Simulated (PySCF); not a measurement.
## Exercise with solution: oscillator strength and radiative lifetime

Cd(SMe)(SiH3) (CH6CdSSi), SMILES C[S][Cd][SiH3].

Coordinates come from a B3LYP-D3(BJ)/def2-SVP optimisation. The structure was generated by enumeration; whether it is a known compound was not checked. The def2 effective core potentials stand for the cores of Cd; spin–orbit coupling is left out. The values are those of a single conformer.

PySCF 2.14.0 with TDDFT-LC-ωPBE/def2-SVPD puts the first singlet state with f over 0.02 at 5.64 eV (vertical), with the transition dipole (-0.167, 0.262, -0.297) in atomic units.

### Question
Find the oscillator strength, the wavelength and the radiative lifetime that this transition would have in vacuum if emission retraced absorption.

### Answer

|μ|² = 0.1847 au, so |μ| = 1.09 D. ΔE = 5.64/27.211 = 0.2073 hartree. f = (2/3) ΔE |μ|² = 0.026 (the program prints 0.026).
λ = 1239.84/5.64 = 220 nm; ν = 45490 cm⁻¹.
Einstein's coefficient A = 0.6670 ν² f s⁻¹ (ν in cm⁻¹) = 3.5e7 s⁻¹, so τ = 1/A = 28 ns. This state is S5; the lower singlets have f = 0.001, 0.016, 0.015, 0.009. The figure is the radiative limit of this one transition; relaxation, internal conversion, crossing to triplets and a medium change what is measured.
